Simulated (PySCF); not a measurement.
Compound: C5H13NSi.
Cartesian coordinates in Å at the GFN2-xTB level; atoms count from 1:
```
atom  x, y, z in Å
C1     1.9101   -1.4655    0.3474
C2     1.3026   -0.1154    0.7033
C3     0.5421    0.4910   -0.4692
C4    -0.0956    1.8600   -0.1400
C5    -1.5876    1.4772   -0.0996
Si6   -1.1934   -0.2326   -0.8354
N7    -1.6861   -1.5264    0.1951
H8     2.6143   -1.3622   -0.4762
H9     1.1297   -2.1591    0.0435
H10    2.4375   -1.8890    1.1997
H11    2.1012    0.5680    1.0105
H12    0.6243   -0.2368    1.5500
H13    1.2230    0.5600   -1.3202
H14    0.2678    2.2806    0.7977
H15    0.0999    2.5822   -0.9320
H16   -1.9733    1.4512    0.9169
H17   -2.2227    2.1480   -0.6725
H18   -1.4983   -0.3891   -2.2667
H19   -1.3399   -2.4520   -0.0010
H20   -2.6608   -1.5797    0.4456
```

Computed at PBE0/pcSseg-1 (PySCF, non-relativistic), with Q(14N) = 0.02044 b: N7, 14N (I = 1): χzz = -4.409 MHz, η = 0.347.

**Question.** Find the zero-field quadrupole resonance frequencies of 14N at N7.

**Answer.** From ν± = (3/4)|χ|(1 ± η/3) and ν0 = |χ|η/2: ν+ 3.690 MHz, ν− 2.924 MHz, ν0 0.766 MHz (silicon-bound nitrogen).

In a crystal, neighbours and librations shift these lines. One conformer (not necessarily the lowest) at the GFN2-xTB geometry, without solvent, vibrations or thermal averaging. GFN2-xTB bond lengths can be off by several hundredths of an ångström, more for odd bonds, and the gradients follow them. The small basis limits the accuracy of the gradients.

These values come from a run that also computed NMR shieldings. The run took 1.8 min wall (with the writing of density and orbital grids) on Intel Xeon at 2.50 GHz, one thread, no GPU, shared host with 64 logical CPUs at a one-minute load of 61, and the process peaked at 0.85 GiB of memory.
